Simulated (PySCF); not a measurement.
Cl2GeH4OSi, SMILES O[Si](Cl)(Cl)[GeH3].

Coordinates come from a B3LYP-D3(BJ)/def2-SVP optimisation. Other conformers were not sampled.

Method: TDA-PBE/def2-SVPD in PySCF.

Vertical excitations. Isolated molecule, no solvent. State labels are in the subgroup Cs.

Computed UV-visible absorptions:
| state | symmetry | energy (eV) | λ (nm) | f | main pairs |
|---|---|---|---|---|---|
| S1 | A' | 6.45 | 192 | 0.157 | HOMO→LUMO+1 60 %, HOMO→LUMO 35 % |
| S2 | A" | 6.56 | 189 | 0.002 | HOMO−1→LUMO 94 % |
| S3 | A' | 6.59 | 188 | 0.087 | HOMO→LUMO 53 %, HOMO→LUMO+1 34 % |
| S4 | A" | 6.69 | 185 | 0.000 | HOMO−1→LUMO+1 89 % |
| S5 | A" | 6.86 | 181 | 0.002 | HOMO−2→LUMO 88 % |
| S6 | A" | 6.87 | 180 | 0.011 | HOMO→LUMO+2 51 %, HOMO−2→LUMO+1 42 % |
| S7 | A' | 6.92 | 179 | 0.006 | HOMO−1→LUMO+2 85 % |
| S8 | A" | 7.06 | 176 | 0.035 | HOMO−2→LUMO+1 47 %, HOMO→LUMO+2 32 %, HOMO−4→LUMO 7 % |
| S9 | A' | 7.18 | 173 | 0.017 | HOMO−3→LUMO 67 % |
| S10 | A' | 7.25 | 171 | 0.004 | HOMO→LUMO+3 83 % |
| T1 | A' | 5.84 | 212 | 0 | HOMO→LUMO 89 % |
| T2 | A' | 6.09 | 204 | 0 | HOMO→LUMO+1 88 % |
| T3 | A" | 6.13 | 202 | 0 | HOMO→LUMO+2 97 % |
| T4 | A" | 6.30 | 197 | 0 | HOMO−1→LUMO 98 % |
Triplets are in the Tamm–Dancoff approximation.
